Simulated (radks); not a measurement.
Results of a calculation; reference values are marked as such.
The zinc ion Zn+ inside a hard spherical wall (all orbitals vanish at R), configuration held at [Ar] 3d10 4s1 and not refilled when levels cross. Level of theory: non-relativistic Kohn-Sham, LDA (Slater exchange, Perdew-Wang correlation), spin-unpolarised, spherical densities, point nucleus (a radial shooting solver on a logarithmic mesh with Libxc functionals). Eigenvalues in eV, with the zero of energy where the potential of the charges vanishes at infinity; a dash marks a level that is unbound or too diffuse for the functional's potential to be trusted. A positive occupied level is held by the wall or, in an anion where self-interaction has pushed it up, behind a barrier. The pressure on the wall is -dE/dV.

| R (bohr) | E (hartree) | kinetic (hartree) | e(3s) | e(3p) | e(3d) | e(4s) | e(4p, empty) | e(5s, empty) | pressure (GPa) |
|---|---|---|---|---|---|---|---|---|---|
| free | -1776.19551 | 1774.346 | -134.09 | -91.897 | -20.445 | -14.045 | -7.971 | -3.466 | 0 |
| 20 | -1776.19551 | 1774.346 | -134.09 | -91.897 | -20.445 | -14.045 | -7.971 | -3.465 | < 0.0001 |
| 15 | -1776.19551 | 1774.346 | -134.09 | -91.897 | -20.445 | -14.045 | -7.971 | -3.449 | < 0.0001 |
| 12 | -1776.19551 | 1774.346 | -134.09 | -91.897 | -20.445 | -14.045 | -7.971 | -3.340 | < 0.0001 |
| 4 | -1776.10853 | 1774.822 | -132.35 | -90.171 | -18.775 | -11.117 | -2.798 | 25.875 | 20.8 |
| 2.5 | -1774.94361 | 1779.417 | -122.08 | -80.053 | -8.416 | 13.014 | 27.417 | 128.56 | 951 |
| 1.5 | -1761.86774 | 1824.714 | -73.122 | -29.525 | 48.666 | 179.17 | 201.82 | 573.14 | 45000 |
